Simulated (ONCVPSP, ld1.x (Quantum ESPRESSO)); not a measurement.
# Potentials for boron (B) compared

Generated with ld1.x 7.5 (TM, RRKJ, ultrasoft, PAW), atompaw 4.2 or ONCVPSP 4.0.1. The cutoff is in Ry: for ld1.x and atompaw files where the sum of valence levels is converged to 10 mRy in a Bessel basis, for ONCV files where the hardest occupied wave has 1 mHa per electron of residual kinetic energy. The error is the largest all-electron minus pseudo excitation energy over each file’s own four to seven test configurations (ionisations up to +4, promotions, holes and added fractions of an electron), all of which were solved. The labels leave out finer settings (local radius, basis sizes, second energies), which also bear on the numbers. Spin-polarised tests are not counted. The rows are a selection from randomly drawn settings: files with unsolved tests, undetermined cutoffs or missed reference levels are left out.

| potential | cutoff (Ry) | largest error (meV) | bound ghosts |
| --- | --- | --- | --- |
| TM, BLYP, scalar-relativistic, rc 1.05/2.55 (sp), local smoothed, core correction yes, reference 2s2 2p0.75 | 40 | +140 | none |
| RRKJ, BLYP, scalar-relativistic, rc 1.40/2.50/2.45 (spd), local d, core correction no, reference 2s2 2p1 | 30 | +239 | none |
| ONCV, Wu-Cohen, scalar-relativistic, rc 1.60/1.30 (sp), local smoothed, core correction yes, reference 2s1.5, qcut 3.7/6.6, projectors 1/2 | 28 | +44 | none |
| TM semilocal, LDA (PZ), non-relativistic, rc 1.10/2.00/1.65 (spd), local s, core correction yes, reference 2s1.75 2p1.25 | 25 | +90 | none |
| TM, PBE, non-relativistic, rc 1.65/2.20/2.25 (spd), local smoothed, core correction yes, reference 2s2 2p1 | 18 | +142 | none |

(1) Fill in the row for B: ONCV, LDA (Perdew-Wang 92), scalar-relativistic, rc 1.35/3.65 (sp), local smoothed, core correction yes, reference 2s2 2p1, qcut 5.3/4.8, projectors 2/2.

(2) Fill in the row for B: ONCV, PBE, scalar-relativistic, rc 1.60/2.65/2.75 (spd), local smoothed, core correction no, reference 2s2 2p1, qcut 3.6/6.4/3.8, projectors 3/2/2.

## Answers

(1) cutoff 23 Ry, largest error +419 meV, bound ghosts: none.

(2) cutoff 19 Ry, largest error +133 meV, bound ghosts: none.
